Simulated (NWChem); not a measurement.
System: RbCl; SMILES [Cl][Rb]

The following NWChem deck was run.

```
start job
memory heap 200 mb stack 900 mb global 1100 mb
geometry units angstroms noautosym nocenter noautoz
  Rb     0.000000     0.000000    -0.903055
  Cl     0.000000     0.000000     1.911525
end
basis spherical
  * library def2-svp
end
ecp
  Rb library def2-ecp
end
dft
  xc xcamb88 1.00 lyp 0.81 vwn_5 0.19 hfexch 1.00
  cam 0.33 cam_alpha 0.19 cam_beta 0.46
  iterations 150
end
tddft
  nroots 6
end
task tddft energy
```

Geometry: optimised at PBE0/def2-SVP. def2 effective core potentials on Rb; no spin-orbit coupling.

Vertical excitations in the gas phase.

### Question
Give the results of this calculation. (CAM-B3LYP/def2-SVP with def2 effective core potentials on Rb, full TDDFT.) Quantities: lowest excitation, singlet (eV); oscillator strength of that lowest state; lowest state with f > 0.02, singlet (eV); oscillator strength of that bright state; lowest triplet (eV); orbital gap (eV).

### Answer
The lowest excitation, singlet (eV) is 3.74, the oscillator strength of that lowest state is 0.018 and the lowest state with f > 0.02, singlet (eV) is 4.01. The oscillator strength of that bright state comes out as 0.074, the lowest triplet (eV) is 3.70 and the orbital gap (eV) is 5.93.
